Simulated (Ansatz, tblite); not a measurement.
Cost and result up the ladder for [RuNF4]- (RuNF4⁻) (6 atoms). Charge -1, multiplicity 1. Geometry: r2SCAN-D4/def2-SVPD.

```xyz
6

Ru    0.096   -0.063    0.034
N     1.365   -0.900    0.481
F    -0.705   -0.980   -1.448
F     0.677    1.201   -1.286
F    -0.025    1.462    1.191
F    -1.407   -0.720    1.029
```

Ansatz on 4 threads of Arm Neoverse V2 on a shared host; xTB runs through tblite on one thread. Times are rough, summed over both states, and most runs start from the orbitals of an earlier one. PBE0-D4/def2-TZVPD serves as the yardstick here, not as an exact answer. The other state is a doublet.

In the def2 sets Ru takes a core potential; there is no spin–orbit coupling. The xTB rows come from tblite.

Raw xTB energies of ions are shifted by several eV.

| level | functions | wall time | vertical IE (eV) | difference from PBE0-D4/def2-TZVPD (eV) |
| --- | --- | --- | --- | --- |
| GFN1-xTB | 29 | 0.006 s | 10.59 | 5.52 |
| GFN2-xTB | 29 | 0.006 s | 10.77 | 5.70 |
| PBE-D4/def2-TZVPD (with forces) | 237 | 6.5 s | 4.30 | -0.77 |
| PBE0-D4/def2-TZVPD | 237 | 10 s | 5.07 | 0.00 |
| r2SCAN-D4/def2-TZVPD | 237 | 13 s | 4.51 | -0.56 |
